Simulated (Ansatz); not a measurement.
```yaml
crystal:
  periodic: [false, false, false]
  atoms:
    - {symbol: B, position_ang: [0.495845, 0.019036, -0.677949]}
    - {symbol: C, position_ang: [0.513564, -0.390932, 0.298771]}
    - {symbol: N, position_ang: [-0.293479, -0.090998, 0.642918]}
    - {symbol: Si, position_ang: [-0.626617, 0.384692, -0.307230]}
    - {symbol: H, position_ang: [1.005794, -0.004374, -1.261230]}
    - {symbol: H, position_ang: [0.717261, -1.154131, 0.301927]}
    - {symbol: H, position_ang: [1.170518, -0.074587, 0.769955]}
    - {symbol: H, position_ang: [-0.505782, -0.252858, 1.284481]}
    - {symbol: H, position_ang: [-0.817057, 1.258401, -0.229401]}
    - {symbol: H, position_ang: [-1.563781, 0.020965, -0.830889]}
basis:
  gaussian: {orbitals: def2-SVPD, final_grid: {core_spheres: 20, valence_spheres: 16, degree: 47}, point_charges: [{charge: 0.50, position_ang: [5.903, -0.323, -0.064]}]}
hamiltonian: {xc: {name: B3LYP}, dispersion: d4, pseudopotentials: {relativity: scalar}}
```

```sh
$ ansatz run in.yaml --threads 2 --pin off --events-out ev --progress --plain --max-ram 4352MiB
```

It prints (some lines left out):

```
Functional definition: B3LYP
1124 factors; their error is unknown
mean field evaluation 1: about -11069.3175 eV, gradient 1.4e2 eV
mean field evaluation 2: about -10844.3614 eV, gradient 2.8e2 eV
mean field evaluation 4: about -11107.4030 eV, gradient 7.5e0 eV
mean field evaluation 8: about -11107.5203 eV, gradient 2.4e-1 eV
mean field evaluation 16: about -11107.5788 eV, gradient 1.3e-4 eV
mean field -11107.57879912 eV, -408.1959918805 hartree, gradient 3.6e-5 eV, S^2 0.000000; 0 other end points of the search recorded, 0 dependent functions left out
reference -11107.57907469 eV, -408.1960020073 hartree; 19, 19 occupied and 113, 113 virtual orbitals, 1124 factors
Total energy: -11107.93461909 eV, -408.2090680232 hartree
Relativity: scalar
```

In this input the geometry is squeezed to about two thirds of its size. Self-consistency was reached. The result belongs to that input, not to the molecule as meant.
